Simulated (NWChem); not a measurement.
# CH6BN; SMILES BNC

```xyz
9

B      0.2353    -1.3614     0.0000
H     -0.4266    -2.3743     0.0000
H      1.4464    -1.3842     0.0000
N     -0.4167    -0.1364     0.0000
C      0.1818     1.1752     0.0000
H     -1.4311    -0.1255     0.0000
H     -0.1074     1.7594     0.8904
H     -0.1074     1.7594    -0.8904
H      1.2756     1.0760     0.0000
```
Atoms are numbered in this order, from 1.

All runs: NWChem. Geometry: optimised at PBE0/def2-SVP. Vertical excitations in the gas phase; the lowest state need not have the same character in each row.

Task: Order these by “lowest excitation, singlet (eV)”, lowest first: BHandHLYP/def2-SVP, full TDDFT; LRC-wPBEh/def2-SVP, full TDDFT; PBE/def2-SVP, full TDDFT.

Result: PBE/def2-SVP, full TDDFT (7.00), LRC-wPBEh/def2-SVP, full TDDFT (7.35), BHandHLYP/def2-SVP, full TDDFT (7.71)
